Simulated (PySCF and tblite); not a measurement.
Values are calculated unless marked as measured or tabulated.
C13H9FS3, numbered as in [CH3:1][c:2]1[cH:3][c:4](-[c:5]2[s:6][cH:7][cH:8][c:9]2[F:10])[s:11][c:12]1-[c:13]1[cH:14][cH:15][cH:16][s:17]1. Geometries GFN2-xTB; weights from PBE0-D3(BJ)/6-31G* energies and GFN2-xTB thermal corrections, with symmetry numbers and mirror pairs. Conformers within 2.5 kcal/mol (GFN2-xTB free energy) were kept, 6 at most. GIAO shieldings: PBE0/6-31G*. Shifts are against TMS (¹H), TMS (¹³C), CFCl3 (¹⁹F) at the same level. (PySCF 2.14, tblite 0.8.)

Torsions listed: S11–C4–C5–S6, S11–C12–C13–S17. Of a mirror pair one member is shown.

| conformer | shape | point group | mirror pair | ΔE(DFT) | Δ(G−E) at 800 K | δ H14 (ppm) |
| --- | --- | --- | --- | --- | --- | --- |
| 1 | 180°, 180° | Cs | no | 0.00 | 0.00 | 7.33 |
| 2 | 180°, 22° | C1 | yes | 0.29 | -0.48 | 6.93 |
| 3 | 1°, -179° | Cs | no | 0.55 | -0.08 | 7.27 |
| 4 | -1°, 21° | C1 | yes | 0.90 | -0.58 | 6.94 |

Energies in kcal/mol; the thermal term leaves out symmetry numbers and mirror images.

Task: Work out the weights at 800 K and the ¹H shift of H14 under fast exchange.

Result: RT = 1.590 kcal/mol. Each conformer gets RT ln(σ/g), with σ the rotational symmetry number and g = 2 for a mirror pair: 1: σ = 1, g = 1, G = 0.00 + 0.00 + 0.00 = 0.00, 1.30 above the lowest, exp(−ΔG/RT) = 0.442; 2: σ = 1, g = 2, G = 0.29 − 0.48 − 1.10 = -1.30, 0.00 above the lowest, exp(−ΔG/RT) = 1.000; 3: σ = 1, g = 1, G = 0.55 − 0.08 + 0.00 = 0.48, 1.77 above the lowest, exp(−ΔG/RT) = 0.327; 4: σ = 1, g = 2, G = 0.90 − 0.58 − 1.10 = -0.78, 0.51 above the lowest, exp(−ΔG/RT) = 0.723. The sum is 2.493, so the weights are 17.7, 40.1, 13.1, 29.0 %. The averaged shift is 7.04 ppm. At 298.15 K it is 7.08 ppm. At 298.15 K the leading conformer alone gives 6.93 ppm and bare DFT energies give 7.17 ppm.
